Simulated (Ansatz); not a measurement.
Species: sum formula Si2NH7, net charge 0, singlet state. SMILES: [SiH3]N[SiH3]
Geometry: optimised at B3LYP-D3(BJ)/def2-TZVP (Ansatz, a quantum-chemistry and plane-wave program).

Computed values are from Ansatz. Valence correlation only, unless marked. Open shells are spin-unrestricted. Spin-orbit coupling is left out. No relativistic terms. CBS marks a two-point X^-3 extrapolation of the correlation energy; Hartree-Fock from the larger set. The bracket is a focal-point correction in the basis named.

```json
{
  "atomisation energy De": "743.4 kcal/mol at CCSD(T)/CBS(cc-pV(T+d)Z,cc-pV(Q+d)Z)",
  "vertical ionisation energy (to the doublet)": "9.94 eV at RI-MP2/CBS(aug-cc-pV(T+d)Z,aug-cc-pV(Q+d)Z)+[CCSD(T)-MP2]/aug-cc-pV(T+d)Z",
  "vertical_triplet_singlet_gap": "5.91 eV at RI-MP2/CBS(aug-cc-pV(T+d)Z,aug-cc-pV(Q+d)Z)+[CCSD(T)-MP2]/aug-cc-pV(T+d)Z",
  "total_energy": "-637.0935 Eh at CCSD(T)/CBS(cc-pV(T+d)Z,cc-pV(Q+d)Z)",
  "dipole_moment": "0.87 D at CCSD(T)/aug-cc-pV(D+d)Z",
  "T1 diagnostic": "0.010 at CCSD/cc-pV(Q+d)Z"
}
```
